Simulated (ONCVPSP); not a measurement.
## What one change does to a pseudopotential (carbon (C), ONCV)

ONCVPSP 4.0.1 input, shortened (lines: element, Z, core and valence counts, functional; n l f; lmax; l rc ep ncon nbas qcut; lloc lpopt rc5 dvloc0; l nproj debl; icmod fcfact rcfact), PBEsol, scalar-relativistic:

```
  C 6.00    1    2  -116133      upf
    1    0    2.00
    2    0    1.00
    2    1    3.00
    2
    0    1.20    0.00    4    7    6.80
    1    1.75    0.00    4    7    8.20
    2    1.55    0.19    4    7    6.80
    4    3    1.00    1.00
    0    1    1.40
    1    2    2.40
    2    2    1.70
    1    0.25    0.00
```

Change: s: nproj 2.

Cutoffs: the cutoffs (Ha) at which the residual kinetic energy of the hardest occupied pseudo-wave falls to 1 and 0.1 mHa per electron; they do not see the model core or the augmentation charge, which bear on the density cutoff. Errors are all-electron minus pseudo energies relative to the spin-unpolarised reference configuration.

Predict the effect on cutoff, ghosts and configuration errors.

The potential gets neither clearly harder nor softer (20 Ha and 28 Ha → 20 Ha and 28 Ha); the errors of the 4 common tests hardly move; the range in which the s phases agree widens (upper end 3.8 → at the end of the scan); neither file shows a bound ghost.

```csv
quantity,base,changed
"cutoff, loose",20 Ha,20 Ha
"cutoff, tight",28 Ha,28 Ha
bound ghosts,none,none
GHOST(+) flags under 300 eV,none,none
"error for 2s2 2p2, meV [ΔE -8.43 eV]",+2.0,+2.0
"error for 2s2 2p1, meV [ΔE 2.36 eV]",+33,+32
"error for 2s2 2p0, meV [ΔE 26.38 eV]",+193,+181
"error for 2s1 2p2, meV [ΔE 11.08 eV]",+7.7,+7.1
s: phases at 1.22 bohr within 0.05 rad from the reference energy up to (Ha; the scan ends near 5),3.8,to the end of the scan
p: phases at 1.78 bohr within 0.05 rad from the reference energy up to (Ha; the scan ends near 5),to the end of the scan,to the end of the scan
d: phases at 1.57 bohr within 0.05 rad from the reference energy up to (Ha; the scan ends near 5),to the end of the scan,to the end of the scan
"rms error of d²Exc/dni dnj with the model core, mHa",1.08,1.08
```
